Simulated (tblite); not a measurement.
Species: C3H11ClOSi2.
SMILES with atom numbers: `[CH3:1][O:2][CH2:3][SiH2:4][SiH2:5][CH2:6][Cl:7]` (hydrogens: H8, H9, H10 on C1; H11, H12 on C3; H13, H14 on Si4; H15, H16 on Si5; H17, H18 on C6)

Geometry (GFN2-xTB, Å), atoms numbered from 1 in this order:
```
atom  x, y, z in Å
C1     2.6828    0.8137    0.4026
O2     1.5054    0.0847    0.1813
C3     1.5200   -0.7130   -0.9927
Si4   -0.2857   -1.3360   -1.0610
Si5   -1.2883    0.4975   -0.0582
C6    -3.1759    0.4646   -0.4287
Cl7   -3.8392   -1.1012    0.1108
H8     2.5370    1.3766    1.3228
H9     2.8780    1.5074   -0.4250
H10    3.5465    0.1470    0.5131
H11    1.7911   -0.0983   -1.8604
H12    2.2758   -1.5013   -0.9070
H13   -0.3533   -2.6083   -0.3310
H14   -0.6042   -1.6692   -2.4602
H15   -0.8683    1.8151   -0.5693
H16   -1.1918    0.5440    1.4045
H17   -3.7282    1.2336    0.1041
H18   -3.4106    0.5494   -1.4869
```

Level: GFN2-xTB in tblite, geometry and Hessian alike; calculated harmonic values, unscaled, isolated species. Errors from tens to a few hundred cm⁻¹ against measured bands are possible. Modes of hydrogen on silicon can be 10 to 20 % off. One conformer, not necessarily the lowest.

Harmonic wavenumbers (cm⁻¹): 29.5, 38.8, 50.0, 78.4, 110.2, 120.5, 201.1, 212.3, 237.8, 350.4, 384.1, 435.0, 452.8, 551.2, 581.1, 623.3, 654.9, 698.2, 747.1, 748.7, 759.3, 783.6, 794.3, 815.2, 961.9, 1096.2, 1099.6, 1132.5, 1151.9, 1189.3, 1191.3, 1285.2, 1403.8, 1444.7, 1468.3, 1488.8, 1501.0, 2150.5, 2165.1, 2210.8, 2221.8, 2872.2, 2898.6, 2910.1, 2924.0, 2996.6, 3005.5, 3023.9.

A = 3117, B = 616.8, C = 551.7 MHz; mass 154.004 u (most abundant isotopes); point group C1, symmetry number 1.

Problem. Zero-point energy?

Solution. ½Σν̃ = 28126 cm⁻¹ = 80.42 kcal/mol.

Problem. Give the ideal-gas entropy at 273.15 K and 1 bar in the rigid-rotor, harmonic-oscillator model (classical rotation).

Solution. Translation 40.60, rotation 29.83, vibration 37.16: S = 107.6 cal/(mol K).

Problem. And Cp and H(273.15 K) − H(0)?

Solution. Cp = 40.18 cal/(mol K), of which vibrations give 32.23 (their classical limit is 48 R = 95.4); H(273.15 K) − H(0) = 7.03 kcal/mol without the zero-point energy, 4.86 from vibrations.

Problem. What must be added to the electronic energy to get the Gibbs energy at 273.15 K and 1 bar?

Solution. ZPE + [H(273.15 K) − H(0)] − T·S = 80.42 + 7.03 − 29.39 = 58.06 kcal/mol.

Problem. How do the functions run with temperature in this model?

Solution. 
| T (K) | S (cal/(mol K)) | Cp (cal/(mol K)) | H − H(0) (kcal/mol) | G − H(0) (kcal/mol) | ln q(vib) |
| --- | --- | --- | --- | --- | --- |
| 100 | 77.6 | 22.5 | 1.60 | -6.15 | 3.55 |
| 200 | 96.3 | 32.7 | 4.36 | -14.90 | 7.29 |
| 300 | 111.5 | 42.8 | 8.14 | -25.30 | 10.62 |
| 500 | 137.3 | 58.8 | 18.41 | -50.27 | 16.73 |
| 800 | 168.6 | 74.0 | 38.54 | -96.35 | 24.86 |
| 1000 | 185.9 | 80.7 | 54.04 | -131.83 | 29.71 |

q(vib) and H(0) count from the zero-point level.

Hindered rotation and anharmonicity are outside this model. Other conformers, if any are populated, would add a mixing term that is left out. The structure is chiral; the term R ln 2 for an equal mix with its mirror image is left out.
